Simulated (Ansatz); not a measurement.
Consider the formal exchange of groups at a B–S bond: `CB[S][GeH3]` + `NCCN` → `CBCN` + `NC[S][GeH3]`.

Isolated molecules relaxed with PBE0-D4/def2-TZVP in Ansatz; ΔE leaves out vibrations. CBS: MP2 limit from def2 TZ/QZ plus the TZ coupled-cluster correction, frozen cores. Functionals use def2-TZVPP. B3LYP here is the variant with VWN-RPA as its local correlation; programs differ in this. For Ge outer-core shells are correlated without core-valence functions, which leaves a few kJ/mol of doubt a bond. Scalar relativity is left out up to krypton. One conformer a species, not always the lowest.

`CB[S][GeH3]`:

Z-matrix (Å, degrees):
```
C
B 1 1.558
H 1 1.096 2 109.5
H 1 1.091 2 115.0 3 -122.6
H 1 1.097 2 109.4 3 114.9
S 2 1.787 1 120.3 3 123.0
H 2 1.199 1 120.7 3 -57.1
Ge 6 2.235 2 100.6 1 180.0
H 8 1.534 6 109.2 2 -59.8
H 8 1.534 6 109.3 2 61.3
H 8 1.535 6 106.5 2 -179.3
```

`NCCN`:

Cartesian coordinates in Å:
```
N 0.085 -0.095 1.530
C -0.246 0.748 0.391
C -0.578 -0.096 -0.829
N 0.476 -0.977 -1.299
H 0.990 -0.528 1.395
H 0.151 0.453 2.377
H -1.125 1.345 0.653
H 0.554 1.461 0.125
H -1.450 -0.715 -0.599
H -0.865 0.568 -1.651
H 0.676 -1.696 -0.616
H 1.332 -0.466 -1.476
```

`CBCN`:

Z-matrix (Å, degrees):
```
C
B 1 1.557
H 1 1.093 2 115.2
H 1 1.100 2 107.2 3 -119.7
H 1 1.094 2 112.2 3 125.9
C 2 1.555 1 121.9 3 6.6
H 2 1.205 1 118.9 3 -171.7
N 6 1.451 2 116.5 1 166.8
H 6 1.099 2 109.3 1 41.5
H 6 1.114 2 102.1 1 -67.8
H 8 1.011 6 110.9 2 41.7
H 8 1.011 6 112.2 2 162.3
```

`NC[S][GeH3]`:

Z-matrix (Å, degrees):
```
C
S 1 1.817
N 1 1.443 2 111.0
H 1 1.092 2 109.0 3 -119.6
H 1 1.098 2 104.6 3 125.2
Ge 2 2.225 1 97.4 3 48.7
H 3 1.013 1 111.3 2 -173.5
H 3 1.013 1 110.9 2 65.4
H 6 1.539 2 104.6 1 161.0
H 6 1.536 2 108.8 1 43.0
H 6 1.534 2 112.7 1 -80.4
```

```json
{"level": "PBE-D4", "ΔE (kcal/mol)": "24.7", "difference from CCSD(T)/CBS": "-0.7"}
{"level": "r2SCAN-D4", "ΔE (kcal/mol)": "25.3", "difference from CCSD(T)/CBS": "-0.1"}
{"level": "PBE0-D4", "ΔE (kcal/mol)": "24.9", "difference from CCSD(T)/CBS": "-0.5"}
{"level": "B3LYP-D4", "ΔE (kcal/mol)": "24.3", "difference from CCSD(T)/CBS": "-1.1"}
{"level": "ωB97X-V", "ΔE (kcal/mol)": "24.4", "difference from CCSD(T)/CBS": "-1.0"}
{"level": "ωB97M-V", "ΔE (kcal/mol)": "24.1", "difference from CCSD(T)/CBS": "-1.3"}
{"level": "B2PLYP", "ΔE (kcal/mol)": "25.5", "difference from CCSD(T)/CBS": "0.1"}
{"level": "PBE", "ΔE (kcal/mol)": "24.9", "difference from CCSD(T)/CBS": "-0.5"}
{"level": "r2SCAN", "ΔE (kcal/mol)": "25.4", "difference from CCSD(T)/CBS": "0.0"}
{"level": "PBE0", "ΔE (kcal/mol)": "25.1", "difference from CCSD(T)/CBS": "-0.3"}
{"level": "B3LYP", "ΔE (kcal/mol)": "24.7", "difference from CCSD(T)/CBS": "-0.7"}
{"level": "HF/def2-TZVPP", "ΔE (kcal/mol)": "25.1", "difference from CCSD(T)/CBS": "-0.3"}
{"level": "MP2/def2-TZVPP", "ΔE (kcal/mol)": "26.5", "difference from CCSD(T)/CBS": "1.1"}
{"level": "SCS-MP2/def2-TZVPP", "ΔE (kcal/mol)": "26.0", "difference from CCSD(T)/CBS": "0.6"}
{"level": "CCSD/def2-TZVPP", "ΔE (kcal/mol)": "25.9", "difference from CCSD(T)/CBS": "0.5"}
{"level": "CCSD(T)/def2-TZVPP", "ΔE (kcal/mol)": "26.2", "difference from CCSD(T)/CBS": "0.8"}
{"level": "HF/def2-QZVPP", "ΔE (kcal/mol)": "24.9", "difference from CCSD(T)/CBS": "-0.5"}
{"level": "MP2/def2-QZVPP", "ΔE (kcal/mol)": "26.0", "difference from CCSD(T)/CBS": "0.6"}
{"level": "SCS-MP2/def2-QZVPP", "ΔE (kcal/mol)": "25.6", "difference from CCSD(T)/CBS": "0.2"}
{"level": "HF/CBS(def2)", "ΔE (kcal/mol)": "24.9", "difference from CCSD(T)/CBS": "-0.5"}
{"level": "MP2/CBS(def2)", "ΔE (kcal/mol)": "25.7", "difference from CCSD(T)/CBS": "0.3"}
{"level": "CCSD/CBS(def2)", "ΔE (kcal/mol)": "25.1", "difference from CCSD(T)/CBS": "-0.3"}
{"level": "CCSD(T)/CBS", "ΔE (kcal/mol)": "25.4", "difference from CCSD(T)/CBS": "0"}
```

Largest T1 diagnostic among the species: 0.013.

In def2-TZVPP, CCSD(T) changes the Hartree–Fock value by +1.1 kcal/mol (the triples alone add +0.3 kcal/mol) and MP2 by +1.4 kcal/mol.
